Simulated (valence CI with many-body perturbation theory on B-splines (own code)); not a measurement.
**Rb XIV: magnetic and hyperfine properties of the levels**

Calculated by relativistic CI+MBPT: six valence electrons over a frozen Dirac-Fock core [Ar], radial functions for each j: 7 s, 7 p, 8 d, 6 f, 4 g, 1 h, with the one-electron correlation potential Σ1 (screened to all orders), the two-electron term Σ2, the three-electron term Σ3, Breit, model QED; selected single and double excitations, second order for the rest, scaled by the run's own slope (own B-spline code, finite nucleus).

No measured spectrum was set against this ion. As an estimate, terms of the open shell hold to 2 to 4 % of their energy, and close levels can change places. Core correlation moves these levels by up to 6200 cm⁻¹, and in measured spectra 5 to 20 % of such shifts remained as error; rates that hang on mixing are uncertain with them. Among the levels kept, up to 670 cm⁻¹ of a level comes from second order outside the variational space, and about a tenth of that is noise between levels of different J, which matters for small intervals. Only levels of the ground parity were solved; by the run's estimate the other parity begins above the list, which can be wrong where configurations are misplaced.

A/g_I is the dipole constant over the nuclear g factor μ/I (μ in nuclear magnetons, uniformly magnetised nucleus), B/Q the quadrupole constant per barn. Both hold the static response of the core; the bare values leave it out. Large factors of s and p1/2 electrons are usually good to 5 to 10 %; those of open d and f shells near neutrality can be off by tens of per cent, and small factors of p3/2, d and f electrons come from cancelling terms and can be off by a factor of two or in sign, in half-filled shells by more. B is blank for J = 1/2, where it vanishes, and for nearly pure S terms. Energies count from the lowest level. Levels with J = 0 are left out.

Names give the largest LS component (configuration and term), which can be under half, so a name can repeat, a term be missing and a line seem to break the LS rules; names also repeat where a configuration has a term twice. Letters in brackets count levels of one name in rising energy.

```csv
Level,E (cm⁻¹),g,A/g_I (MHz),A/g_I bare,B/Q (MHz/b),B/Q bare
3d6 5D_4,0.0,1.491,1650,1970,4740,4890
3d6 5D_3,6911,1.494,1090,1410,1130,1160
3d6 5D_2,10161,1.494,1020,1330,-1020,-1050
3d6 5D_1,12695,1.496,900,1220,-1610,-1660
3d6 3P_2 [a],52485,1.479,1120,1430,-682,-693
3d6 3H_4 [a],52760,1.029,2840,2890,1870,1920
3d6 3H_6,54560,1.157,3090,3220,-2620,-2700
3d6 3H_5,56067,1.074,3030,3100,300,313
3d6 3F_3 [a],62491,1.022,3350,3400,1770,1810
3d6 3H_4 [b],63847,1.010,3170,3210,-681,-699
3d6 3F_2 [a],64698,0.689,4720,4580,-77.7,-82.6
3d6 3P_1 [a],70878,1.442,930,1220,79.5,84.0
3d6 3G_5,71845,1.157,3040,3170,-1470,-1520
3d6 3G_4,76324,1.057,3560,3630,-469,-483
3d6 3G_3,78424,0.820,4320,4260,116,120
3d6 3D_2,85947,1.156,2890,3010,635,657
3d6 1I_6,86931,1.006,3580,3620,-4680,-4830
3d6 3D_1,88425,0.564,4950,4740,344,356
3d6 3D_3,88639,1.320,2090,2310,-1110,-1140
3d6 1G_4 [a],94492,1.007,3720,3760,1950,2020
3d6 1D_2 [a],106200,1.015,3380,3420,-2300,-2370
3d6 1F_3,118030,1.010,3650,3690,-5520,-5700
3d6 3P_1 [b],137230,1.494,572,884,304,310
3d6 3F_4,142060,1.234,2620,2790,-6460,-6670
3d6 3F_2 [b],142710,0.673,5250,5100,-3870,-3980
3d6 3F_3 [b],146750,1.075,3260,3330,-5080,-5240
3d6 3P_2 [b],149020,1.483,1720,2020,-2570,-2650
3d6 1G_4 [b],161590,1.013,3400,3440,-2150,-2210
3d6 1D_2 [b],212930,0.999,3630,3660,5740,5930
```

(1) Take the isotope of mass number 87, with I = 3/2, μ = 2.75129 μN and Q = 0.1335 b. What is the hyperfine structure of 3d6 5D_3?

Results:

(1) From the table A = 2000 MHz, B = 150 MHz. Shifts from the centre of gravity in MHz: F = 3/2: -11900, F = 5/2: -7020, F = 7/2: -75.0, F = 9/2: 9040.
